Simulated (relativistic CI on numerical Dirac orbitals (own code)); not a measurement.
Line list: Forbidden lines, I⁸⁺

Method of calculation: Dirac-Coulomb-Breit CI, KLI orbitals optimised for each configuration, model QED (radiative potential, 1s self-energy scaled to tabulated hydrogen-like ionisation energies), unscaled Slater integrals (own radial code, finite nucleus).

Configuration list (outside the closed core [Ar] 3d10): 4s2 4p6 4d9, 4s2 4p5 4d10, 4s2 4p6 4d8 4f, 4s2 4p6 4d8 5s, 4s2 4p6 4d8 5p, 4s 4p6 4d10, 4s2 4p6 4d7 5s 5p, 4s2 4p6 4d8 5d, 4s2 4p5 4d9 4f, 4s2 4p6 4d7 4f 5s, 4s2 4p6 4d8 6s, 4s2 4p6 4d8 6p, 4s2 4p6 4d8 5f, 4s2 4p6 4d8 6d, 4s2 4p6 4d7 5s2, 4s2 4p6 4d6 4f 5s2, 4s2 4p6 4d6 5s2 5p, 4s2 4p6 4d6 5s2 5d. Double excitations out of closed p, d and f shells are left out; levels of such configurations are missing from the list, as are those of other unlisted configurations, and high levels can miss mixing partners.

```csv
λ vac (nm),Lower,Upper,Type,A (s⁻¹),gf,Branching (%)
19.112,4s2 4p6 4d9 2D_5/2 [1],4s2 4p6 4d8 5s 2S_1/2 [18],E2,2.07e+05,2.27e-06,33.6
19.653,4s2 4p6 4d9 2D_3/2 [2],4s2 4p6 4d8 5s 2S_1/2 [18],E2,4.10e+05,4.74e-06,66.3
20.965,4s2 4p6 4d9 2D_5/2 [1],4s2 4p6 4d8 5s 2P_3/2 [17],E2,2.87e+05,7.57e-06,34.2
21.021,4s2 4p6 4d9 2D_5/2 [1],4s2 4p6 4d8 5s 2P_1/2 [16],E2,6.06e+05,8.03e-06,53.2
21.096,4s2 4p6 4d9 2D_5/2 [1],4s2 4p6 4d8 5s 2G_9/2 [14],E2,3.86e+05,2.57e-05,100.0
21.122,4s2 4p6 4d9 2D_5/2 [1],4s2 4p6 4d8 5s 2D_5/2 [13],E2,4.90e+04,1.97e-06,13.0
21.426,4s2 4p6 4d9 2D_5/2 [1],4s2 4p6 4d8 5s 4P_3/2 [12],E2,2.83e+05,7.78e-06,99.9
21.618,4s2 4p6 4d9 2D_3/2 [2],4s2 4p6 4d8 5s 2P_3/2 [17],E2,5.52e+05,1.55e-05,65.7
21.677,4s2 4p6 4d9 2D_3/2 [2],4s2 4p6 4d8 5s 2P_1/2 [16],E2,5.33e+05,7.51e-06,46.8
21.743,4s2 4p6 4d9 2D_3/2 [2],4s2 4p6 4d8 5s 2G_7/2 [15],E2,3.71e+05,2.11e-05,99.6
21.754,4s2 4p6 4d9 2D_5/2 [1],4s2 4p6 4d8 5s 4P_3/2 [10],E2,2.47e+05,7.02e-06,99.7
21.775,4s2 4p6 4d9 2D_5/2 [1],4s2 4p6 4d8 5s 2F_5/2 [9],E2,1.26e+05,5.36e-06,27.1
21.785,4s2 4p6 4d9 2D_3/2 [2],4s2 4p6 4d8 5s 2D_5/2 [13],E2,3.29e+05,1.40e-05,87.0
22.218,4s2 4p6 4d9 2D_5/2 [1],4s2 4p6 4d8 5s 4P_5/2 [8],E2,2.69e+05,1.20e-05,72.4
22.336,4s2 4p6 4d9 2D_5/2 [1],4s2 4p6 4d8 5s 2F_7/2 [7],E2,6.04e+05,3.61e-05,94.5
22.452,4s2 4p6 4d9 2D_5/2 [1],4s2 4p6 4d8 5s 4F_3/2 [6],E2,8.89e+04,2.69e-06,81.0
22.481,4s2 4p6 4d9 2D_3/2 [2],4s2 4p6 4d8 5s 2F_5/2 [9],E2,3.38e+05,1.54e-05,72.9
22.951,4s2 4p6 4d9 2D_5/2 [1],4s2 4p6 4d8 5s 4F_7/2 [4],E2,2.31e+05,1.46e-05,97.5
22.953,4s2 4p6 4d9 2D_3/2 [2],4s2 4p6 4d8 5s 4P_5/2 [8],E2,1.03e+05,4.86e-06,27.6
23.079,4s2 4p6 4d9 2D_3/2 [2],4s2 4p6 4d8 5s 2F_7/2 [7],E2,3.48e+04,2.22e-06,5.5
```

Terms are leading LS components. Brackets give the number of a level in order of energy, since labels repeat. The list gives strong lines, with weight on those to low levels, among the lowest 200 of 1974 levels, so that lines to higher ones, which can be the strongest, are missing. Levels whose partners in the same complex of configurations lie outside the list can be far off, and so can their lines. Rates are taken at the computed energies, electric ones in the length gauge.

At this charge configurations can still be misplaced by up to about 7 % of their energy. Levels and lines within the n = 5 or 6 shells can be off by up to 10 % or somewhat more, and those that change n by about 2 %, since core polarisation is missing.

(1) From the table, what is the radiative lifetime of 4s2 4p6 4d8 5s 2S_1/2?

## Answers

(1) The listed rates from this level add up to about 6.17e+05 s⁻¹, 100 % of its decay; with all channels τ = 1.62e-06 s.

LS names give the leading component of a level, which can be under half, so a name can repeat, a term be missing and a line seem to break the LS rules.
